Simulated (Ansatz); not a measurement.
```yaml
crystal:
  periodic: [false, false, false]
  atoms:
    - {symbol: Gd, position_ang: [-0.004875, -0.001322, 0.456079]}
    - {symbol: Cl, position_ang: [2.379593, -0.021960, -0.126556]}
    - {symbol: Cl, position_ang: [-1.168060, 2.071076, -0.158508]}
    - {symbol: Cl, position_ang: [-1.206648, -2.047794, -0.171015]}
basis:
  gaussian: {orbitals: def2-TZVPP}
magnetization: {spin_polarized: true, initial_magnetization: 7}
hamiltonian: {xc: {name: r2SCAN0}}
scf: {omitted_lower_state_checks: [starts]}
```

```sh
$ ansatz run in.yaml --threads 4 --pin off --events-out ev --progress --plain --max-ram 8704MiB
```

It prints (some lines left out):

```
Functional definition: r2SCAN0
basis functions trapped inside cores are left out: 1
2023 factors; their error is unknown
mean field evaluation 1: about -58394.2834 eV, gradient 5.6e1 eV
mean field evaluation 2: about -57613.7014 eV, gradient 6.7e2 eV
mean field evaluation 4: about -58402.1915 eV, gradient 8.5e0 eV
mean field evaluation 8: about -58402.3873 eV, gradient 1.4e-1 eV
mean field evaluation 16: about -58402.5176 eV, gradient 4.4e-4 eV
mean field -58402.51755066 eV, -2146.2529333385 hartree, gradient 8.3e-5 eV, S^2 15.766888; 0 other end points of the search recorded, 0 dependent functions left out
reference -58402.51757021 eV, -2146.2529340571 hartree; 47, 40 occupied and 180, 187 virtual orbitals, 2023 factors
Total energy: -58402.51757021 eV, -2146.2529340571 hartree
Checks for a lower state left out: starts
```

Run time 19 s (4 threads of Arm Neoverse V1 on a shared host), peak host memory 1.4 GiB.

In the def2 sets Gd takes a core potential; there is no spin–orbit coupling.
